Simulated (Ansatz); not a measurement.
```yaml
crystal:
  periodic: [false, false, false]
  atoms:
    - {symbol: Cl, position_ang: [-0.679950, -2.481093, 0.331665]}
    - {symbol: C, position_ang: [0.300028, -1.084007, 0.930084]}
    - {symbol: C, position_ang: [1.301389, -0.664082, -0.130584]}
    - {symbol: C, position_ang: [0.638847, 0.001434, -1.327710]}
    - {symbol: C, position_ang: [-0.243276, 1.165049, -0.895491]}
    - {symbol: C, position_ang: [-1.278011, 0.721617, 0.130008]}
    - {symbol: C, position_ang: [-0.618032, 0.057064, 1.329082]}
    - {symbol: H, position_ang: [0.815725, -1.481369, 1.804525]}
    - {symbol: H, position_ang: [1.988511, 0.046542, 0.347388]}
    - {symbol: H, position_ang: [1.898064, -1.525629, -0.438415]}
    - {symbol: H, position_ang: [0.032820, -0.739164, -1.859672]}
    - {symbol: H, position_ang: [1.406108, 0.341814, -2.028523]}
    - {symbol: H, position_ang: [-0.738071, 1.607432, -1.764693]}
    - {symbol: H, position_ang: [0.384460, 1.953045, -0.459345]}
    - {symbol: H, position_ang: [-1.973328, 0.014567, -0.334050]}
    - {symbol: H, position_ang: [-1.874336, 1.574309, 0.466165]}
    - {symbol: H, position_ang: [0.003202, 0.792445, 1.857159]}
    - {symbol: H, position_ang: [-1.364167, -0.299977, 2.042418]}
basis:
  gaussian: {orbitals: aug-pcseg-2, fitting: {mean_field: def2-universal-jkfit}}
hamiltonian: {xc: {name: TPSS}}
```

```sh
$ ansatz run in.yaml --threads 2 --pin off --events-out ev --progress --plain --max-ram 32768MiB --backend cuda --devices 0, --max-vram 18GiB
```

Task: How does Ansatz answer? (An estimate is asked.)

Result: Ansatz gave: The input was rejected before any iteration.
```
Error: YAML parse error: error: line 24 column 19: hamiltonian.xc: no functional is named "TPSS"; the names, which are not case-sensitive, are SVWN5, SPW92, PBE, PBE0, PBEsol, revPBE, revPBE0, RPBE, rPW86-PBE, HSE06, wPBEh, LC-wPBE, HISS, HF, BLYP, B3LYP, B3LYP5, BHLYP, CAM-B3LYP, r2SCAN, r2SCANh, r2SCAN0, r2SCAN50, m-r2SCAN, B97, wB97, wB97X, wB97X-V, B97M-V, wB97M-V, B2PLYP, B2GP-PLYP, PBE0-DH, PBE-QIDH
22 | basis:
23 |   gaussian: {orbitals: aug-pcseg-2, fitting: {mean_field: def2-universal-jkfit}}
24 | hamiltonian: {xc: {name: TPSS}}
```

HSE06 is defined as in plane-wave codes.
